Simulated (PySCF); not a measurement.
BeGeH₄Se. Atoms are numbered in the order given.

```xyz
7

Be     0.0297     0.0497    -0.0770
Se     0.7221     1.1738    -1.6335
H      2.1126     0.8532    -1.2424
Ge    -0.7467    -1.1429     1.5919
H     -0.7108    -2.6667     1.3219
H      0.0458    -0.9206     2.9037
H     -2.2207    -0.8010     1.9229
```
Charge 0, spin multiplicity 1.

The structure is a stationary point at B3LYP-D3(BJ)/def2-SVP. The structure was generated by enumeration; whether it is a known compound was not checked. One conformer was computed; it need not be the lowest.

Calculation: HF/pcSseg-1 in PySCF.

GIAO shieldings, no solvent; atoms alike by connectivity are averaged. δ = σ(ref) − σ: ⁷⁷Se against Me2Se (σ = 1942.8 ppm); ¹H against TMS (σ = 31.99 ppm); ⁷³Ge against GeH4 (σ = 1776.1 ppm), references at their B3LYP-D3(BJ)/def2-TZVP geometries, non-relativistic.

| atoms | nucleus | count | δ (ppm) |
|---|---|---|---|
| Se2 | ⁷⁷Se | 1 | ___ |
| H5, H6, H7 | ¹H | 3 | ___ |
| H3 | ¹H | 1 | 1.29 |
| Ge4 | ⁷³Ge | 1 | -97.9 |

Task: Some entries are withheld; supply them. (An estimate is asked for; the answer gives what the named calculation found.)

Result: 
- H5, H6, H7, δ (ppm): 3.21
- Se2, δ (ppm): -220.0
